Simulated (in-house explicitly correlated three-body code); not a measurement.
Values are calculated unless marked as measured or tabulated.
## Taking the two-electron ground state apart, Z = 1.52

A variational code in 260 exponentially correlated functions gives, for two electrons around a point charge Z = 1.52 (non-relativistic, fixed nucleus, atomic units): E = -1.5132202, <1/r> = 1.208529 per electron, <1/r12> = 0.647489. From its density, U = 1.444593 (Hartree energy) and T_s = 1.479434 (kinetic energy of the doubly filled orbital √(n/2)). Further, <r²> = 2.50363 per electron, <r12²> = 5.33316 and <p1·p2> = 0.0980676.

(1) Check the virial theorem, and compare with the screened hydrogenic estimate.

(2) Find the exchange and correlation energies of density-functional theory.

(3) What do the second moments say about angular correlation and diamagnetism?

(4) How does a model nuclear mass of 3 u change the ionisation energy, to first order in m/M (1 hartree = 27.211386 eV)?

Answers

(1) V = −2Z<1/r> + <1/r12> = -3.673928 + 0.647489 = -3.026439, and 2E = -3.026440, so T = −E = 1.513220. A product of 1s orbitals with exponent Z − 5/16 = 1.2075 gives −1.2075² = -1.45806, which is 55.2 millihartree too high.

(2) For two electrons in one orbital E_x = −U/2 = -0.722297. The potential part of correlation is U_c = <1/r12> − U − E_x = -0.074808, the kinetic part T_c = T − T_s = 0.033786, and E_c = T_c + U_c = -0.041021 hartree. Restricted Hartree-Fock gives -1.472383, so the correlation energy of wave-function theory is -0.040837.

(3) From r12² = r1² + r2² − 2 r1·r2, <r1·r2> = <r²> − <r12²>/2 = -0.16295 bohr². It vanishes for a product of s orbitals, and its negative sign shows that the electrons favour opposite sides of the nucleus. The Langevin susceptibility is −0.79199e-6 × 2<r²> = -3.966e-6 cm³/mol.

(4) m/M = 1/(3 × 1822.8885) = 1.82860e-04. With a fixed nucleus the second electron is bound by −Z²/2 − E = 0.358020 hartree = 9.7422 eV. The reduced mass scales this by 1 − m/M, a change of -1.781 meV. The mass-polarisation term raises the two-electron state by (m/M)<p1·p2> = 17.93 microhartree, a further -0.488 meV. The sum is 9.7400 eV, before relativistic and QED terms.
